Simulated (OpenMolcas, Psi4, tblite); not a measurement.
## How methods differ on GeNH4O (SMILES [NH][GeH2][OH])

GeNH4O has 7 atoms, charge 0, and is taken as a doublet. SMILES: `[NH][GeH2][OH]`. Geometry: relaxed at PBE0-D4/def2-TZVP. This is one conformer, not always the lowest.

Quantity: the vertical ionisation energy (to the singlet cation), in eV. The values are calculated.

```tsv
level	kind	program	value (eV)
GFN1-xTB	semi-empirical	tblite	15.39
GFN2-xTB	semi-empirical	tblite	14.86
IPEA1-xTB	semi-empirical	tblite	15.88
UHF/def2-SVPD	Hartree–Fock	OpenMolcas	11.14
USVWN5/def2-SVPD	LDA	OpenMolcas	10.48
UBLYP/def2-SVPD	GGA	OpenMolcas	10.39
UPBE/def2-SVPD	GGA	OpenMolcas	10.53
U-wB97M-V/def2-SVPD	range-separated hybrid	Psi4	11.21
UB2PLYP/def2-SVPD (density fitting for correlation)	double hybrid	Psi4	11.23
```

All-electron rows without a relativistic Hamiltonian named are non-relativistic. The values span 10.39 to 15.88 eV. The xTB values lack the empirical shift that such differences need.
